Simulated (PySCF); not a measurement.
**Excitation energy of Si⁺ by level of theory**

Si⁺ [Ne] 3s2 3p1 (2P) → Si⁺ [Ne] 3s1 3p2 (4P), as a difference of total energies. Calculation: PySCF 2.14, in x2c-QZVPPall (9s6p4d2f1g, 70 functions); scalar relativity by spin-free X2C-1e. Correlated levels: valence and next inner shell: 1s2 frozen. The calculations carry no spin-orbit coupling.

```json
{"method": "UHF", "excitation energy (eV)": "3.926", "error (eV)": "-1.382"}
{"method": "MP2 (valence and next inner shell)", "excitation energy (eV)": "5.040", "error (eV)": "-0.268"}
{"method": "SCS-MP2 (valence and next inner shell)", "excitation energy (eV)": "5.358", "error (eV)": "+0.050"}
{"method": "CCSD (valence and next inner shell)", "excitation energy (eV)": "5.244", "error (eV)": "-0.064"}
{"method": "CCSD(T) (valence and next inner shell)", "excitation energy (eV)": "5.299", "error (eV)": "-0.009"}
```

Reference: 5.308 eV (measured; NIST levels, between the centres of gravity of the two terms).

Errors of the correlated levels include the incompleteness of this basis and the frozen core.
